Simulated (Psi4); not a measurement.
Cl3Se, charge +1, singlet, at a GFN2-xTB geometry; R2SCAN/6-31G* (Psi4).

Here is a job for Psi4.
```
memory 2 GB

molecule mol {
1 1
Se   -0.171048    0.207352    0.487115
Cl   -1.497105   -1.145492   -0.461723
Cl    0.200067    1.623498   -1.044456
Cl    1.639134   -0.892711    0.531949
}

set {
  basis 6-31g*
  reference rks
  scf_type pk
  puream true
  d_convergence 1e-8
  dft_radial_points 99
  dft_spherical_points 590
}

energy('r2scan')
print_variables()
```

It wrote (shortened):

```
   => Loading Basis Set <=

    Name: 6-31G*
    Role: ORBITAL
    Keyword: BASIS

         ---------------------------------------------------------
                                   SCF
               by Justin Turney, Rob Parrish, Andy Simmonett
                          and Daniel G. A. Smith
                              RKS Reference
         ---------------------------------------------------------

  ==> Geometry <==

    Molecular point group: c1
    Full point group: C1

    Geometry (in Angstrom), charge = 1, multiplicity = 1:

       Center              X                  Y                   Z               Mass
    ------------   -----------------  -----------------  -----------------  -----------------
         SE          -0.161812916399     0.196157009750     0.460815085659    79.916521800000
         CL          -1.487869916399    -1.156686990250    -0.488022914341    34.968852682000
         CL           0.209302083601     1.612303009750    -1.070755914341    34.968852682000
         CL           1.648369083601    -0.903905990250     0.505649085659    34.968852682000

  Running in c1 symmetry.

  Rotational constants: A =      0.07350  B =      0.07350  C =      0.04428 [cm^-1]
  Rotational constants: A =   2203.43283  B =   2203.43223  C =   1327.44515 [MHz]
  Nuclear repulsion =  572.138442575266595

  Charge       = 1
  Multiplicity = 1
  Electrons    = 84
  Nalpha       = 42
  Nbeta        = 42

  ==> Algorithm <==

  SCF Algorithm Type is PK.
  DIIS enabled.
  MOM disabled.
  Fractional occupation disabled.
  Guess Type is SAD.
  Energy threshold   = 1.00e-06
  Density threshold  = 1.00e-08
  Integral threshold = 1.00e-12

  ==> Primary Basis <==

  Basis Set: 6-31G*
    Blend: 6-31G*
    Number of shells: 36
    Number of basis functions: 86
    Number of Cartesian functions: 92
    Spherical Harmonics?: true
    Max angular momentum: 2

  ==> DFT Potential <==

   => LibXC <=

    Version 7.1.2
    S. Lehtola, C. Steigemann, M. J. T. Oliveira, and M. A. L. Marques,  SoftwareX 7, 1–5 (2018) (10.1016/j.softx.2017.11.002)

   => Composite Functional: R2SCAN <=

    r2SCAN Meta-GGA XC Functional  (0.1021/acs.jpclett.0c02405)
    J. W. Furness, A. D. Kaplan, J. Ning, J. P. Perdew, J. Sun  J. Phys. Chem. Lett.  11, 8208–8215, 2020

    Deriv               =              1
    GGA                 =           TRUE
    Meta                =           TRUE

    Exchange Hybrid     =          FALSE
    MP2 Hybrid          =          FALSE

   => Exchange Functionals <=

    1.0000   XC_MGGA_X_R2SCAN

   => Correlation Functionals <=

    1.0000   XC_MGGA_C_R2SCAN

   => LibXC Density Thresholds  <==

    XC_MGGA_C_R2SCAN:  1.00E-15
    XC_MGGA_X_R2SCAN:  1.00E-11

   => Molecular Quadrature <=

    Radial Scheme          =       TREUTLER
    Pruning Scheme         =           NONE
    Nuclear Scheme         =       TREUTLER

    Blocking Scheme        =         OCTREE
    BS radius alpha        =              1
    Pruning alpha          =              1
    Radial Points          =             99
    Spherical Points       =            590
    Total Points           =         214735
    Total Blocks           =           1661
    Max Points             =            256
    Max Functions          =             82
    Weights Tolerance      =       1.00E-15

  ==> Integral Setup <==

  Using in-core PK algorithm.
   Calculation information:
      Number of atoms:                   4
      Number of AO shells:              36
      Number of primitives:            124
      Number of atomic orbitals:        92
      Number of basis functions:        86

      Integral cutoff                 1.00e-12
      Number of threads:                 1

  Performing in-core PK
  Using 13998822 doubles for integral storage.
  We computed 175713 shell quartets total.
  Whereas there are 222111 unique shell quartets.

  ==> DiskJK: Disk-Based J/K Matrices <==

    J tasked:                  Yes
    K tasked:                   No
    wK tasked:                  No
    Schwarz Cutoff:          1E-12

  Minimum eigenvalue in the overlap matrix is 7.5527322374E-03.
  Reciprocal condition number of the overlap matrix is 2.0590562908E-03.
    Using symmetric orthogonalization.

  ==> Pre-Iterations <==

  SCF Guess: Superposition of Atomic Densities via on-the-fly atomic UHF (no occupation information).

   -------------------------
    Irrep   Nso     Nmo
   -------------------------
     A         86      86
   -------------------------
    Total      86      86
   -------------------------

  ==> Iterations <==

                        Total Energy        Delta E     RMS |[F,P]|

   @RKS iter SAD: -3779.47444302254371   -3.77947e+03   0.00000e+00
   @RKS iter   1: -3780.86152467709235   -1.38708e+00   2.32741e-02 DIIS/ADIIS
   @RKS iter   2: -3780.87192937190321   -1.04047e-02   2.28774e-02 DIIS/ADIIS
   @RKS iter   3: -3781.30359004565162   -4.31661e-01   3.51493e-03 DIIS/ADIIS
   @RKS iter   4: -3781.35243069934222   -4.88407e-02   1.26343e-03 DIIS/ADIIS
   @RKS iter   5: -3781.35996475680349   -7.53406e-03   6.07266e-05 DIIS
   @RKS iter   6: -3781.35998211958349   -1.73628e-05   1.61264e-05 DIIS
   @RKS iter   7: -3781.35998316115547   -1.04157e-06   3.25952e-06 DIIS
   @RKS iter   8: -3781.35998320428189   -4.31264e-08   3.56741e-07 DIIS
   @RKS iter   9: -3781.35998320472254   -4.40650e-10   1.57736e-07 DIIS
   @RKS iter  10: -3781.35998320477393   -5.13865e-11   1.25686e-07 DIIS
   @RKS iter  11: -3781.35998320486715   -9.32232e-11   4.58331e-09 DIIS
  Energy and wave function converged.

  ==> Post-Iterations <==

   Electrons on quadrature grid:
      Ntotal   =   83.9999998043 ; deviation = -1.957e-07

    Orbital Energies [Eh]
    ---------------------

    Doubly Occupied:

       1A   -453.651406     2A   -101.453041     3A   -101.453038
       4A   -101.453037     5A    -58.291877     6A    -52.313639
       7A    -52.313639     8A    -52.312018     9A     -9.629890
      10A     -9.629889    11A     -9.629887    12A     -8.171038
      13A     -7.377121    14A     -7.377120    15A     -7.377101
      16A     -7.364882    17A     -7.364870    18A     -7.364867
      19A     -7.364547    20A     -7.364546    21A     -7.364535
      22A     -6.089982    23A     -6.089981    24A     -6.083043
      25A     -2.408679    26A     -2.408672    27A     -2.403559
      28A     -2.403556    29A     -2.401543    30A     -1.145519
      31A     -1.044685    32A     -1.044685    33A     -0.891360
      34A     -0.691849    35A     -0.691848    36A     -0.649307
      37A     -0.563035    38A     -0.563034    39A     -0.538039
      40A     -0.538038    41A     -0.527901    42A     -0.526847

    Virtual:

      43A     -0.368641    44A     -0.352671    45A     -0.352670
      46A     -0.006583    47A     -0.006582    48A     -0.006521
      49A      0.063013    50A      0.106200    51A      0.106200
      52A      0.145820    53A      0.170020    54A      0.170020
      55A      0.245800    56A      0.251349    57A      0.251351
      58A      0.257287    59A      0.311258    60A      0.311260
      61A      0.319755    62A      0.319756    63A      0.329336
      64A      0.434388    65A      0.441027    66A      0.441032
      67A      0.573982    68A      0.588165    69A      0.588166
      70A      0.589372    71A      0.597888    72A      0.608023
      73A      0.608025    74A      0.623200    75A      0.623201
      76A      0.717791    77A      0.717791    78A      0.738353
      79A      0.926328    80A      0.998113    81A      0.998115
      82A      3.928589    83A      3.928592    84A      3.939920
      85A      4.129476    86A      4.129476

    Final Occupation by Irrep:
              A
    DOCC [    42 ]
    NA   [    42 ]
    NB   [    42 ]

  @RKS Final Energy: -3781.35998320486715

   => Energetics <=

    Nuclear Repulsion Energy =            572.1384425752665948
    One-Electron Energy =               -6367.2264757924704099
    Two-Electron Energy =                2185.2589793466695482
    DFT Exchange-Correlation Energy =    -171.5309293343329671
    Empirical Dispersion Energy =           0.0000000000000000
    VV10 Nonlocal Energy =                  0.0000000000000000
    Total Energy =                      -3781.3599832048671487

Computation Completed

Properties will be evaluated at   0.000000,   0.000000,   0.000000 [a0]

Properties computed using the SCF density matrix

 Multipole Moments:

 ------------------------------------------------------------------------------------
     Multipole            Electronic (a.u.)      Nuclear  (a.u.)        Total (a.u.)
 ------------------------------------------------------------------------------------

 L = 1.  Multiply by 2.5417464519 to convert [e a0] to [Debye]
 Dipole X            :         -1.5771723            1.4834012           -0.0937711
 Dipole Y            :          1.9119268           -1.7982467            0.1136801
 Dipole Z            :          4.4915347           -4.2244690            0.2670657
 Magnitude           :                                                    0.3050251

 ------------------------------------------------------------------------------------

  Variable Map:
  ----------------------------------------------------------------------------
  "CURRENT ENERGY"              =>   -3781.359983204867
  "CURRENT REFERENCE ENERGY"    =>   -3781.359983204867
  "DD SOLVATION ENERGY"         =>       0.000000000000
  "DFT FUNCTIONAL TOTAL ENERGY" =>   -3781.359983204867
  "DFT TOTAL ENERGY"            =>   -3781.359983204867
  "DFT VV10 ENERGY"             =>       0.000000000000
  "DFT XC ENERGY"               =>    -171.530929334333
  "GRID ELECTRONS ALPHA"        =>      41.999999902150
  "GRID ELECTRONS BETA"         =>      41.999999902150
  "GRID ELECTRONS TOTAL"        =>      83.999999804300
  "NUCLEAR REPULSION ENERGY"    =>     572.138442575267
  "ONE-ELECTRON ENERGY"         =>   -6367.226475792470
  "PCM POLARIZATION ENERGY"     =>       0.000000000000
  "PE ENERGY"                   =>       0.000000000000
  "SCF ITERATION ENERGY"        =>   -3781.359983204867
  "SCF ITERATIONS"              =>      11.000000000000
  "SCF TOTAL ENERGY"            =>   -3781.359983204867
  "TWO-ELECTRON ENERGY"         =>    2185.258979346670
  "XC GRID RADIAL POINTS"       =>      99.000000000000
  "XC GRID SPHERICAL POINTS"    =>     590.000000000000
  "XC GRID TOTAL POINTS"        =>  214735.000000000000

  Array Variable Map:
  ----------------------------------------------------------------------------
  "CURRENT DIPOLE"              =>      -0.093771134134 ... 0.267065747512 1 by 3
  "SCF DIPOLE"                  =>      -0.093771134134 ... 0.267065747512 1 by 3
  "SCF TOTAL ENERGIES"          =>   -3779.474443022544 ... -3781.359983204867 1 by 12
```
